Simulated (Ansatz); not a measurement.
Program: Ansatz. Geometries: PBE0-D4/def2-TZVP. ΔE: electronic, gas phase. CBS: MP2 limit from def2 TZ/QZ plus the TZ coupled-cluster correction, frozen cores. Functionals use def2-TZVPP. B3LYP here is the variant with VWN-RPA as its local correlation; programs differ in this. Each species was taken in one conformer, which may not be the lowest.

`CCCC(=O)N(C)C` + silanol → `CCCO[SiH3]` + `CN(C)C=O`  (substitution at a C–C bond)

```json
{"level": "PBE-D4", "ΔE (kJ/mol)": "47.7", "difference from CCSD(T)/CBS": "-8.2"}
{"level": "r2SCAN-D4", "ΔE (kJ/mol)": "50.9", "difference from CCSD(T)/CBS": "-5.0"}
{"level": "PBE0-D4", "ΔE (kJ/mol)": "52.0", "difference from CCSD(T)/CBS": "-3.9"}
{"level": "B3LYP-D4", "ΔE (kJ/mol)": "44.2", "difference from CCSD(T)/CBS": "-11.7"}
{"level": "ωB97X-V", "ΔE (kJ/mol)": "50.0", "difference from CCSD(T)/CBS": "-5.9"}
{"level": "ωB97M-V", "ΔE (kJ/mol)": "53.2", "difference from CCSD(T)/CBS": "-2.7"}
{"level": "B2PLYP", "ΔE (kJ/mol)": "45.2", "difference from CCSD(T)/CBS": "-10.7"}
{"level": "PBE", "ΔE (kJ/mol)": "43.9", "difference from CCSD(T)/CBS": "-12.0"}
{"level": "r2SCAN", "ΔE (kJ/mol)": "49.4", "difference from CCSD(T)/CBS": "-6.5"}
{"level": "PBE0", "ΔE (kJ/mol)": "48.6", "difference from CCSD(T)/CBS": "-7.3"}
{"level": "B3LYP", "ΔE (kJ/mol)": "38.7", "difference from CCSD(T)/CBS": "-17.2"}
{"level": "HF/def2-TZVPP", "ΔE (kJ/mol)": "36.9", "difference from CCSD(T)/CBS": "-19.0"}
{"level": "MP2/def2-TZVPP", "ΔE (kJ/mol)": "58.1", "difference from CCSD(T)/CBS": "2.2"}
{"level": "SCS-MP2/def2-TZVPP", "ΔE (kJ/mol)": "50.8", "difference from CCSD(T)/CBS": "-5.1"}
{"level": "CCSD/def2-TZVPP", "ΔE (kJ/mol)": "51.7", "difference from CCSD(T)/CBS": "-4.2"}
{"level": "CCSD(T)/def2-TZVPP", "ΔE (kJ/mol)": "53.4", "difference from CCSD(T)/CBS": "-2.5"}
{"level": "HF/def2-QZVPP", "ΔE (kJ/mol)": "36.4", "difference from CCSD(T)/CBS": "-19.5"}
{"level": "MP2/def2-QZVPP", "ΔE (kJ/mol)": "59.4", "difference from CCSD(T)/CBS": "3.5"}
{"level": "SCS-MP2/def2-QZVPP", "ΔE (kJ/mol)": "52.1", "difference from CCSD(T)/CBS": "-3.8"}
{"level": "HF/CBS(def2)", "ΔE (kJ/mol)": "36.3", "difference from CCSD(T)/CBS": "-19.6"}
{"level": "MP2/CBS(def2)", "ΔE (kJ/mol)": "60.6", "difference from CCSD(T)/CBS": "4.7"}
{"level": "CCSD/CBS(def2)", "ΔE (kJ/mol)": "54.2", "difference from CCSD(T)/CBS": "-1.7"}
{"level": "CCSD(T)/CBS", "ΔE (kJ/mol)": "55.9", "difference from CCSD(T)/CBS": "0"}
```

Largest T1 diagnostic among the species: 0.014.

The D4 term adds +5.6 kJ/mol with B3LYP and +3.4 kJ/mol with PBE0; it sums over pairs of atoms, weighted by their polarisabilities, and B3LYP, whose exchange is more repulsive, gets the larger term. In def2-TZVPP, CCSD(T) changes the Hartree–Fock value by +16.5 kJ/mol (the triples alone add +1.7 kJ/mol) and MP2 by +21.2 kJ/mol.

CCSD(T)/CBS has its own doubt, a few kJ/mol and more with outer-core shells, so smaller differences from it don't rank the levels.
